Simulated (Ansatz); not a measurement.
GeOF₂, SMILES [O]=[Ge]([F])[F].

Geometry optimised at B3LYP-D3(BJ)/def2-SVP.

Two levels are set side by side: PBE/def2-SVPD (Ansatz, an electronic-structure program) and PBE0/def2-SVPD (Ansatz). Energy differences of separate SCF runs at the same geometry; the states with an electron removed or added have multiplicity 2 and 2. Differences are taken from unrounded values.

| quantity | PBE0 |
|---|---|
| vertical ionisation energy (eV) | 11.97 |
| vertical electron affinity (eV) | 1.24 |
| vertical singlet–triplet gap (eV) | 3.70 |

Question: What does PBE give, and how far is it from PBE0? (The exact figures need the calculation; the answer reports its results.)

Answer: 
```tsv
quantity	PBE	PBE minus PBE0
vertical ionisation energy (eV)	12.10	0.13
vertical electron affinity (eV)	1.26	0.02
vertical singlet–triplet gap (eV)	3.87	0.17
```
